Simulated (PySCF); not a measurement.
C6H9F3O2.
Geometry (GFN2-xTB, Å), atoms numbered from 1 in this order:
```
atom  x, y, z in Å
C1     2.9397    0.7211   -0.4933
O2     1.7535    0.4058    0.2271
C3     0.7808   -0.1768   -0.4667
O4     0.8484   -0.4612   -1.6320
C5    -0.4276   -0.4729    0.4169
C6    -0.4488   -1.9765    0.6983
C7    -1.7002   -0.0410   -0.3192
C8    -1.8416    1.4666   -0.3300
F9    -2.9277    1.8650   -1.0098
F10   -1.9688    1.9711    0.9095
F11   -0.7935    2.0926   -0.8827
H12    3.4190   -0.1930   -0.8482
H13    3.5872    1.2477    0.2022
H14    2.6991    1.3519   -1.3504
H15   -0.3206    0.0794    1.3542
H16   -0.5051   -2.5292   -0.2364
H17    0.4557   -2.2726    1.2236
H18   -1.3066   -2.2332    1.3145
H19   -2.5893   -0.4485    0.1648
H20   -1.6589   -0.3857   -1.3551
```

The calculation used PBE0/pcSseg-1 in PySCF (dipole) on a GFN2-xTB geometry, gas phase.

Masses are those of the commonest isotopes; rigid-rotor values at the optimised geometry. The values belong to one conformer with, in the numbering `[CH3:1][O:2][C:3](=[O:4])[C@H:5]([CH3:6])[CH2:7][C:8]([F:9])([F:10])[F:11]`, C1–O2–C3–O4 1°, O2–C3–C5–C6 -105°, C3–C5–C7–C8 -74°.

Task: What are A, B and C (cm⁻¹)?

Result: Ia = 311.16, Ib = 676.58, Ic = 797.67 u·Å²; 505379 MHz·u·Å²/I gives 1624, 747.0 and 633.6 MHz, that is A = 0.05418, B = 0.02492, C = 0.02113 cm⁻¹.

Task: Classify the top.

Result: An asymmetric top; Ray's κ = -0.771.

Task: Is it planar, by Δ = Ic − Ia − Ib?

Result: Not planar: Δ = Ic − Ia − Ib = -190.07 u·Å². For a rigid frame Δ = −2 Σ m c², so Σ m c² = 95.04 u·Å² lies off the ab plane: 7.52 from hydrogen and 87.51 from heavier atoms. The atom farthest from that plane is 1.46 Å away.

Task: Give the other two planar moments, Paa and Pbb, and the rms extents of the mass along the axes.

Result: Paa = Σ m a² = (Ib + Ic − Ia)/2 = 581.55 and Pbb = Σ m b² = (Ia + Ic − Ib)/2 = 216.13 u·Å². With the mass M = 170.06 u, the rms extents √(P/M) along a, b and c are 1.85, 1.13, 0.75 Å.

Task: List the rotational levels J(Ka,Kc) to J = 5 (K).

Result: Above 0(0,0), as E/k:
J = 1: 1(0,1) 0.066, 1(1,1) 0.108, 1(1,0) 0.114
J = 2: 2(0,2) 0.198, 2(1,2) 0.235, 2(1,1) 0.252, 2(2,1) 0.378, 2(2,0) 0.379
J = 3: 3(0,3) 0.395, 3(1,3) 0.426, 3(1,2) 0.458, 3(2,2) 0.577, 3(2,1) 0.579, 3(3,1) 0.801, 3(3,0) 0.801
J = 4: 4(0,4) 0.655, 4(1,4) 0.679, 4(1,3) 0.733, 4(2,3) 0.841, 4(2,2) 0.849, 4(3,2) 1.067, 4(3,1) 1.067, 4(4,1) 1.380, 4(4,0) 1.380
J = 5: 5(0,5) 0.978, 5(1,5) 0.995, 5(1,4) 1.076, 5(2,4) 1.172, 5(2,3) 1.188, 5(3,3) 1.400, 5(3,2) 1.401, 5(4,2) 1.712, 5(4,1) 1.712, 5(5,1) 2.115, 5(5,0) 2.115
The levels of one J sum to (2J + 1)J(J + 1)(A + B + C)/3.

Task: Which lines would a microwave search look for?

Result: The dipole components are |μa| = 1.80 D, |μb| = 1.48 D, |μc| = 1.23 D. Intensities carry the squares of the components, which stand as 1.00 : 0.68 : 0.47 (a : b : c). Some lines, for components of 0.1 D or more:

| type | branch | J(Ka,Kc) | MHz | lower level (cm⁻¹) |
| --- | --- | --- | --- | --- |
| c | Q | 2(1,2) ← 2(0,2) | 774 | 0.138 |
| b | R | 4(2,2) ← 3(3,1) | 987 | 0.557 |
| b | Q | 3(1,2) ← 3(0,3) | 1318 | 0.275 |
| a | Q | 5(1,4) ← 5(1,5) | 1685 | 0.691 |
| c | Q | 3(2,2) ← 3(1,2) | 2468 | 0.319 |
| a | R | 3(2,1) ← 2(2,0) | 4182 | 0.263 |
| a | R | 3(1,2) ← 2(1,1) | 4305 | 0.175 |
| b | Q | 4(3,2) ← 4(2,3) | 4703 | 0.585 |
| b | R | 5(1,4) ← 4(2,3) | 4879 | 0.585 |
| a | R | 4(1,4) ← 3(1,3) | 5276 | 0.296 |
| a | R | 4(0,4) ← 3(0,3) | 5424 | 0.275 |
| b | R | 2(2,1) ← 1(1,0) | 5506 | 0.079 |
| a | R | 4(3,1) ← 3(3,0) | 5545 | 0.557 |
| b | R | 4(1,4) ← 3(0,3) | 5915 | 0.275 |
| b | R | 5(0,5) ← 4(1,4) | 6227 | 0.472 |
| b | Q | 5(4,1) ← 5(3,2) | 6498 | 0.973 |
| b | Q | 5(4,2) ← 5(3,3) | 6513 | 0.973 |
| c | Q | 4(4,1) ← 4(3,1) | 6516 | 0.742 |
| a | R | 5(2,4) ← 4(2,3) | 6880 | 0.585 |
| a | R | 5(1,4) ← 4(1,3) | 7135 | 0.510 |
| b | R | 3(2,1) ← 2(1,2) | 7164 | 0.164 |
| c | Q | 5(5,1) ← 5(4,1) | 8384 | 1.190 |
| b | R | 3(3,0) ← 2(2,1) | 8818 | 0.263 |
| c | R | 5(2,3) ← 4(1,3) | 9469 | 0.510 |
| c | R | 4(3,1) ← 3(2,1) | 10170 | 0.403 |
| c | R | 5(3,2) ← 4(2,2) | 11502 | 0.590 |

Task: Estimate the classical rotational partition function at 10 K, 100 K and 500 K.

Result: Point group C1, symmetry number σ = 1; q = (√π/σ)·√((kT/h)³/(ABC)), k/h = 20836.6 MHz/K: 6080 at 10 K, 192000 at 100 K, 2150000 at 500 K.

GFN2-xTB frequencies: not computed here. Constants of a rigid frame at the computed geometry: no zero-point averaging, no centrifugal distortion. A rigid rotor knows nothing of internal rotation, which can split or shift real lines.
